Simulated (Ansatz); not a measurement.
Start from `[SiH3][O][Zn][Cl]` and change one atom or group to get `C[O][Zn][O][SiH3]`.

Ansatz, PBE0-D4/def2-TZVP geometries, multiplicity 1. Each molecule was computed in one conformer, which needn't be the lowest.

Scalar relativity is left out up to krypton.

```csv
property,`[SiH3][O][Zn][Cl]`
size of the dipole moment (PBE/def2-TZVPP) / D,0.07
LUMO energy (PBE/def2-TZVPP) / eV,-2.50
HOMO energy (PBE0/def2-TZVPP) / eV,-8.52
HOMO energy (B3LYP/def2-TZVPP) / eV,-8.31
HOMO–LUMO gap (ωB97M-V/def2-TZVPP) / eV,10.99
LUMO energy (B3LYP/def2-TZVPP) / eV,-1.89
```

(1) What does the change do to each property? (Estimate.)

Answers

(1) Computed: 
| property | `C[O][Zn][O][SiH3]` | shift |
| --- | --- | --- |
| size of the dipole moment (PBE/def2-TZVPP) / D | 1.46 | 1.39 |
| LUMO energy (PBE/def2-TZVPP) / eV | -2.19 | 0.31 |
| HOMO energy (PBE0/def2-TZVPP) / eV | -7.67 | 0.85 |
| HOMO energy (B3LYP/def2-TZVPP) / eV | -7.45 | 0.86 |
| HOMO–LUMO gap (ωB97M-V/def2-TZVPP) / eV | 10.44 | -0.55 |
| LUMO energy (B3LYP/def2-TZVPP) / eV | -1.58 | 0.31 |

With PBE0 the HOMO rises by 0.85 eV and the LUMO rises by 0.30 eV, so the gap narrows by about 0.55 eV. PBE moves the HOMO by 0.93 eV and ωB97M-V by 0.75 eV. Dipoles are sizes alone; their direction can turn.

B3LYP here is the variant with VWN-RPA as its local correlation; programs differ in this.
